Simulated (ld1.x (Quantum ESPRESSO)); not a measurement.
# Scattering properties, ultrasoft potential for zirconium

* Element: Zr
* Generator: ld1.x (Quantum ESPRESSO) 7.5
* Type: ultrasoft
* Functional: PBE
* Relativity: scalar-relativistic
* Frozen core: [Kr]
* Valence charge: 4
* Reference configuration: 4d2 5s2 5p0
* Partial waves: 5s (bound): rcut 2.95, rcutus 3.25 bohr; 5s channel at 0.25 Ry: rcut 2.95, rcutus 3.25 bohr; 5p (bound, empty): rcut 3.05, rcutus 3.80 bohr; 5p channel at 0.7 Ry: rcut 3.05, rcutus 3.80 bohr; 4d (bound): rcut 1.60, rcutus 2.15 bohr; 4d channel at 0.05 Ry: rcut 1.60, rcutus 2.15 bohr
* Local potential: all-electron potential smoothed inside 2.95 bohr (lloc = -2)
* Core correction: none
* Augmentation charge: PSQ, radius 1.80 bohr

The phase is arctan(r·u′/u) with u = r·R(r), unwrapped; energies in Ry, scanned from -2 to 5 Ry. A pole is an energy at which the radial function vanishes at the test radius. The pseudo phase is shifted by a multiple of π to meet the all-electron one at the reference energy, and phase errors are pseudo minus all-electron; the curves can meet again beyond the range given. Levels narrower than the energy grid can be missing from the lists of poles.

| channel | radius (bohr) | reference energy (Ry) | poles, all-electron | poles, pseudo | unbroken range about the reference energy with phases within 0.05 rad | phase error 1 Ry above the reference energy (rad) |
| --- | --- | --- | --- | --- | --- | --- |
| s | 4.08 | -0.33 | 0.23, 3.60 | 0.23, 2.77, 4.14 | below 1.5 | -0.000 |
| p | 4.08 | -0.11 | 0.83, 4.35 | 0.83, 3.16 | below 1.9 | -0.000 |
| d | 4.08 | -0.26 | -0.16, 2.05 | -0.16, 2.06 | below 3.4 | +0.000 |

Phases in the s channel:

| E (Ry) | all-electron | pseudo |
| --- | --- | --- |
| -2.00 | 1.369 | 1.369 |
| -1.76 | 1.349 | 1.349 |
| -1.52 | 1.322 | 1.322 |
| -1.28 | 1.283 | 1.283 |
| -1.04 | 1.217 | 1.217 |
| -0.80 | 1.080 | 1.080 |
| -0.56 | 0.629 | 0.629 |
| -0.32 | -0.831 | -0.831 |
| -0.08 | -1.377 | -1.377 |
| 0.16 | -1.540 | -1.540 |
| 0.40 | -1.626 | -1.626 |
| 0.64 | -1.694 | -1.694 |
| 0.88 | -1.765 | -1.766 |
| 1.12 | -1.865 | -1.868 |
| 1.36 | -2.058 | -2.071 |
| 1.60 | -2.616 | -2.711 |
| 1.84 | -3.804 | -3.944 |
| 2.08 | -4.305 | -4.379 |
| 2.32 | -4.479 | -4.539 |
| 2.56 | -4.564 | -4.632 |
| 2.80 | -4.617 | -4.724 |
| 3.04 | -4.653 | -5.144 |
| 3.28 | -4.682 | -7.650 |
| 3.52 | -4.705 | -7.766 |
| 3.76 | -4.727 | -7.811 |
| 4.00 | -4.747 | -7.840 |
| 4.24 | -4.769 | -7.864 |
| 4.48 | -4.792 | -7.885 |
| 4.72 | -4.821 | -7.907 |
| 4.96 | -4.859 | -7.932 |
